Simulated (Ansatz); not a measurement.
Calculated with Ansatz (gas phase, PBE0-D4/def2-TZVP geometries, no zero-point term in ΔE). CCSD(T)/CBS adds triple-zeta CCSD(T) − MP2 to the extrapolated MP2 energy (def2 sets, frozen cores). DFT in def2-TZVPP. No spin–orbit coupling; open shells (•) take unrestricted orbitals. def2 core potentials past Kr. For Sn outer-core shells are correlated without core-valence functions, which leaves a few kJ/mol of doubt a bond. One conformer a species, not always the lowest.

Reaction (homolysis of the Si–Sn bond): `C[SiH](O)[SnH3]` → `C[SiH]O`• + `[SnH3]`•

`C[SiH](O)[SnH3]`:

Cartesian coordinates in Å:
```
C -0.294 1.090 1.427
Si 0.631 -0.244 0.504
O 0.424 -1.738 1.187
Sn -0.093 -0.265 -1.969
H -1.376 0.942 1.376
H -0.070 2.070 0.997
H 0.002 1.101 2.479
H 2.093 0.006 0.593
H -0.440 -2.145 1.118
H 0.911 -1.245 -2.945
H -0.099 1.305 -2.650
H -1.688 -0.876 -2.119
```

`C[SiH]O`•:

Z-matrix (Å, degrees):
```
C
Si 1 1.864
H 1 1.092 2 110.4
H 1 1.092 2 111.0 3 120.2
H 1 1.094 2 110.1 3 -119.8
O 2 1.657 1 106.3 3 177.5
H 2 1.502 1 111.0 3 57.7
H 6 0.958 2 117.0 1 -175.0
```

`[SnH3]`•:

```xyz
4

Sn    0.249    0.330    0.100
H    -0.852    0.043    1.383
H     1.221   -1.061   -0.147
H    -0.619    0.688   -1.335
```

| level | ΔE (kcal/mol) |
| --- | --- |
| PBE-D4 | 65.3 |
| ωB97X-V | 69.7 |
| CCSD/def2-TZVPP | 65.8 |
| SCS-MP2/def2-QZVPP | 70.5 |

**Question.** What does CCSD(T)/CBS give? (Estimate.)

**Answer.** Ansatz gave: +71.2 kcal/mol. The listed levels differ from it by -5.9, -1.5, -5.4, -0.7 kcal/mol.

Largest T1 diagnostic among the species: 0.015.

From PBE to PBE0 (25 % exact exchange), in def2-TZVPP and without D4, ΔE moves by +1.0 kcal/mol. The D4 term adds +3.4 kcal/mol with B3LYP and +1.9 kcal/mol with PBE0; it sums over pairs of atoms, weighted by their polarisabilities, and B3LYP, whose exchange is more repulsive, gets the larger term. In def2-TZVPP, CCSD(T) changes the Hartree–Fock value by +21.2 kcal/mol (the triples alone add +1.6 kcal/mol) and MP2 by +22.6 kcal/mol; breaking electron pairs costs correlation energy, which Hartree–Fock lacks.

B3LYP here is the variant with VWN-RPA as its local correlation; programs differ in this.
